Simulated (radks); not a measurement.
Neutral boron inside a hard spherical wall (all orbitals vanish at R), configuration held at [He] 2s2 2p1 and not refilled when levels cross. Method: non-relativistic Kohn-Sham, LDA (Slater exchange, Perdew-Wang correlation), spin-polarised, spherical densities, point nucleus; open shells are filled with parallel spins first; computed with a radial shooting solver on a logarithmic mesh with Libxc functionals. Eigenvalues in eV for spin up, with the zero of energy where the potential of the charges vanishes at infinity; a dash marks a level that is unbound or too diffuse for the functional's potential to be trusted. A positive occupied level is held by the wall or, in an anion where self-interaction has pushed it up, behind a barrier. The pressure on the wall is -dE/dV.

| R (bohr) | E (hartree) | kinetic (hartree) | e(1s) | e(2s) | e(2p) | e(3s, empty) | e(3p, empty) | pressure (GPa) |
|---|---|---|---|---|---|---|---|---|
| free | -24.35246 | 24.172 | -178.59 | -9.801 | -4.098 | -0.162 | - | 0 |
| 20 | -24.35246 | 24.172 | -178.59 | -9.801 | -4.098 | -0.123 | 0.436 | < 0.0001 |
| 15 | -24.35246 | 24.172 | -178.59 | -9.801 | -4.098 | -0.008 | 0.759 | < 0.0001 |
| 12 | -24.35245 | 24.172 | -178.59 | -9.799 | -4.096 | 0.246 | 1.260 | 0.000165 |
| 10 | -24.35238 | 24.172 | -178.58 | -9.790 | -4.086 | 0.707 | 2.002 | 0.00229 |
| 8 | -24.35160 | 24.179 | -178.48 | -9.733 | -4.016 | 1.940 | 3.681 | 0.0374 |
| 4 | -24.21431 | 24.790 | -173.53 | -6.440 | -0.080 | 23.945 | 25.619 | 27.9 |
| 3.5 | -24.07374 | 25.274 | -170.51 | -3.993 | 2.596 | 36.240 | 36.548 | 76.0 |
| 3 | -23.77462 | 26.166 | -165.74 | 0.590 | 7.276 | 57.162 | 54.389 | 225 |
| 2.5 | -23.10251 | 27.902 | -158.11 | 9.861 | 15.921 | 95.392 | 85.562 | 750 |
| 1.5 | -16.67753 | 40.982 | -122.45 | 89.114 | 74.665 | 356.52 | 282.03 | 17000 |
